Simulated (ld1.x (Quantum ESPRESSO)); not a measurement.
**C, TM: configuration errors across variants**

```json
{
 "Element": "carbon",
 "Generator": "ld1.x (Quantum ESPRESSO) 7.5",
 "Type": "norm-conserving Troullier–Martins (Kleinman–Bylander form)",
 "Functional": "LDA (PZ)",
 "Relativity": "non-relativistic",
 "Frozen core": "[He]",
 "Valence charge": "4",
 "Reference configuration": "2s1 2p3",
 "Partial waves": "2p (bound): rc 2.05 bohr; 3d channel at 0.3 Ry: rc 1.60 bohr; 2s (bound): rc 0.80 bohr",
 "Local potential": "the s channel",
 "Core correction": "a·sin(br)/r model core, default radius (core density twice the valence density)"
}
```

All-electron excitation energies from the reference (eV): (1) 2s2 2p2 -8.227; (2) 2s2 2p1 2.765; (3) 2s2 2p0 27.028; (4) 2s2 2p2.3 -9.427; (5) 2s2 2p1.5 -4.196; (6) 2s0 2p4 8.261; (7) 2s1 2p0 74.976; (8) 2s1 2p3 spin -5.356; (9) 2s2 2p2 spin -9.355.

Spin tests fill each open shell by Hund’s rule, majority spin first.

The default core radius of the base comes out at 0.50 bohr.

4 further variants failed, have other tests or another functional or relativity, and are left out.

Errors AE − PS in meV (a dash: test not solved or not reliable):

```csv
change,(1),(2),(3),(4),(5),(6),(7),(8),(9),bound ghosts
base,+4.5,+82,+431,-1.5,+27,+5.5,+822,+135,+29,none
wave 2s (bound): rc 0.80 bohr becomes 2s (bound): rc 1.16 bohr,+4.1,+79,+421,-1.7,+26,+5.1,+810,+140,+28,none
wave 3d channel at 0.3 Ry: rc 1.60 bohr becomes 3d channel at 0.3 Ry: rc 1.40 bohr,+4.5,+82,+431,-1.5,+27,+5.5,+822,+135,+29,none
"all radii but the core radius scaled by about 0.85 (s 0.68, p 1.74, d 1.36 bohr)",+9.0,+57,+283,+5.3,+23,+9.9,+510,+113,+35,none
wave 3d channel at 0.3 Ry: rc 1.60 bohr becomes 3d channel at 0.27 Ry: rc 1.60 bohr,+4.5,+82,+431,-1.5,+27,+5.5,+822,+135,+29,none
core correction a·sin(br)/r model core inside 0.42 bohr,+4.4,+81,+431,-1.6,+27,+5.4,+821,+131,+28,none
```

Give the same row for: wave 2p (bound): rc 2.05 bohr becomes 2p (bound): rc 2.82 bohr.

-19, +240, +1300, -40, +58, -18, +2514, +65, -31; bound ghosts: none.
